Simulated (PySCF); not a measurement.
Dipole moment and polarisability of Ga(NH3)F3

Species: Ga(NH3)F3.
Structure used (PBE0-D3(BJ)/def2-SVP), in Å, numbered top down from 1:
```xyz
8
F3GaH3N angstrom
Ga    -0.0043    0.0007   -1.0587
N      0.0400   -0.0219    0.9966
H     -0.9048    0.0709    1.3727
H      0.6024    0.7494    1.3595
H      0.4358   -0.8955    1.3472
F      1.7120   -0.0213   -1.4159
F     -0.8513    1.5139   -1.3267
F     -0.8916   -1.4817   -1.3585
```

Level: PBE0/def2-SVPD (PySCF), static field, nuclei fixed, core orbitals frozen in the response. The polarisability tensor in these axes (au):

```
x   34.55 -0.01  0.01
y   -0.01 34.61 -0.02
z    0.01 -0.02 36.52
```

Diagonalise the tensor; give its mean and Δα, where Δα² is half the sum of the squared differences of the eigenvalues.

Principal values 34.54, 34.61 and 36.52 au; mean 35.23 au = 5.22 Å³ = 5.81 × 10⁻⁴⁰ C²·m²/J; Δα = 1.95 au (6 % of the mean).

What is the dipole moment, and where does it point?

(0.12, -0.07, 6.58) D, 6.58 D in size, pointing from the negative to the positive side. Measured along this direction, the outermost atoms are F6, F8 and F7 at the negative end and H5, H4 and H3 at the positive end.

In a dilute gas of rigid molecules at 400 K, how does the orientational term μ²/3kT compare with the electronic polarisability?

In Gaussian units μ²/3kT = 261.53 Å³ against 5.22 Å³, a ratio of 50.10; the Debye molar polarisation (4π/3)N_A(α + μ²/3kT) is 672.9 cm³/mol, leaving out the vibrational part.

In TDDFT the mean static polarisability is Σ f/ω² over all singlet excitations (ω in hartree). How much of it do the 15 lowest give? Their energies (eV) and oscillator strengths: 8.14, 0.0000; 8.30, 0.1802; 8.31, 0.0262; 8.31, 0.0248; 8.41, 0.0410; 8.41, 0.0415; 9.45, 0.0000; 9.50, 0.0008; 9.57, 0.0001; 9.58, 0.0001; 9.67, 0.0161; 9.67, 0.0162; 9.85, 0.0539; 9.86, 0.0550; 9.94, 0.0100.

They add up to 4.52 au, 12.8 % of the 35.23 au; the largest single term is 1.94 au, from the state at 8.30 eV. Terms in order: 0.00, 1.94, 0.28, 0.27, 0.43, 0.43, 0.00, 0.01, 0.00, 0.00, 0.13, 0.13, 0.41, 0.42, 0.07 au. Higher excitations give the rest. The strengths listed sum to 0.466.

What molar refraction does this α imply?

Lorentz–Lorenz: R = (4π/3)N_A α = 2.5225 cm³/(mol·Å³) × 5.22 Å³ = 13.2 cm³/mol, in the limit of long wavelengths.

What would n − 1 = 2πNα be for an ideal gas of these molecules at 400 K and 1 atm, electronic part alone?

N = p/kT = 1.8347 × 10¹⁹ cm⁻³, so n − 1 = 2π × N × 5.22 × 10⁻²⁴ cm³ = 602 × 10⁻⁶ at long wavelengths.

Rayleigh depolarisation ratio (linearly polarised light, static tensor)?

ρ = 3Δα²/(45ᾱ² + 4Δα²) = 11.4/(55839 + 15.2) = 0.000204.

Isolated species at its PBE0-D3(BJ)/def2-SVP geometry, gas phase. The calculation is non-relativistic, for gallium too.
